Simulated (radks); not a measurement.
The copper ion Cu2+, 27 electrons, occupied as [Ar] 3d9 (the NIST ground configuration).

All-electron calculation, Dirac Kohn-Sham, PBE, spin-unpolarised, spherical densities, point nucleus; open shells are shared between the two j in proportion to 2j + 1; speed of light set to 685.18 atomic units (5 times the physical value, a model run). Program: a radial shooting solver on a logarithmic mesh with Libxc functionals.

Energy parts (hartree):
part                       energy
total                 -1639.78204
kinetic                1639.77825
electron-nucleus      -3901.53072
Hartree                 688.25095
exchange-correlation    -66.28053

Orbitals (lengths in bohr, moments of r in powers of bohr; <r^-3> diverges for s and p1/2):
orbital  occ.  eigenvalue (hartree)  <r^-3>  small-component weight
1s1/2       2             -322.5190       -                4.33e-04
2s1/2       2             -39.19419       -                8.15e-05
2p1/2       2             -34.47584       -                8.09e-05
2p3/2       4             -34.44645   674.3                8.09e-05
3s1/2       2              -5.02324       -                1.79e-05
3p1/2       2              -3.55385       -                1.61e-05
3p3/2       4              -3.55014   85.63                1.60e-05
3d3/2     3.6              -1.09647   8.370                1.09e-05
3d5/2     5.4              -1.09602   8.362                1.09e-05
4s1/2       0              -0.80753       -                2.15e-06
4p1/2       0              -0.56043       -                1.52e-06
4p3/2       0              -0.56019   5.595                1.52e-06

The highest occupied level is 3d5/2 at -29.824 eV. The density falls to 0.001 e/bohr^3 at r = 2.92 bohr.
